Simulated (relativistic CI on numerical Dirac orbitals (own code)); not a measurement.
Computed by Dirac-Coulomb-Breit CI, separate exchange-only KLI orbitals for each configuration, model QED (radiative potential, 1s self-energy scaled to tabulated hydrogen-like ionisation energies), unscaled Slater integrals (own radial code, finite nucleus).

The strongest absorption lines from the ground level of an ion, among the configurations computed and to levels below about 322 eV (vacuum wavelength in Å, gf): 83.560 (0.0048), 92.220 (0.00099), 98.386 (0.014), 101.89 (0.61), 112.06 (0.15), 128.08 (0.034), 154.13 (0.1).

Which ion is it?
A. Zr²⁶⁺
B. Sr²⁶⁺
C. Sr²⁴⁺
D. Kr²²⁺

C. Sr²⁴⁺ has 14 electrons and the ground level 3s2.3p2 3P_0; the strongest line goes to 3s2.3p.3d 3D°_1. The pattern of lines fixes the number of electrons, and along that sequence the line energies rise steadily with the charge (about as its square where n changes within one kind of shell, about linearly where n is kept but much faster in heavy ions where fine structure, which grows about as Z⁴, sets the gap, and irregularly where shells cross), which fixes Z. Configurations outside the model, such as inner-shell arrays, can give stronger lines. At this charge energies of transitions that change n are usually good to better than 1 %, and those within a shell (Δn = 0) to a few per cent.

LS names give the leading component of a level, which can be under half, so a name can repeat, a term be missing and a line seem to break the LS rules.
